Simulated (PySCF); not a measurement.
**Ni²⁺ (nickel, charge +2) across methods**

[Ar] 3d7 4s1, high-spin 5F determinant (an excited configuration). Calculation: PySCF 2.14, in x2c-TZVPPall with one added diffuse shell each of s, p, d, f type (7s6p5d3f1g, 80 functions); the spin-free X2C one-electron Hamiltonian (Gaussian nucleus).

```tsv
method	E (hartree)	mean ε 3d α (eV)	mean ε 3d β (eV)	mean ε 4s α (eV)	Σ⟨r²⟩ (bohr²)	⟨S²⟩
LDA	-1516.521	-37.027	-33.819	-25.018	19.40	6.000
revPBE	-1519.247	-36.646	-33.743	-24.588	19.40	6.000
PBE	-1519.086	-36.711	-33.791	-24.695	19.40	6.000
UHF	-1518.04611	-48.228	-44.099	-27.545	19.29	6.002
r2SCAN	-1519.322	-37.322	-34.255	-25.008	19.31	6.001
TPSS	-1519.374	-36.665	-34.132	-24.599	19.39	6.001
PBE0	-1519.117	-39.808	-36.625	-25.523	19.32	6.001
wB97X-V	-1519.193	-42.059	-39.123	-27.580	19.37	6.001
```

**Question.** Estimate the same row for PW91.

**Answer.** E (hartree) = -1519.464; mean ε 3d α (eV) = -36.820; mean ε 3d β (eV) = -33.954; mean ε 4s α (eV) = -24.807; Σ⟨r²⟩ (bohr²) = 19.39; ⟨S²⟩ = 6.000.
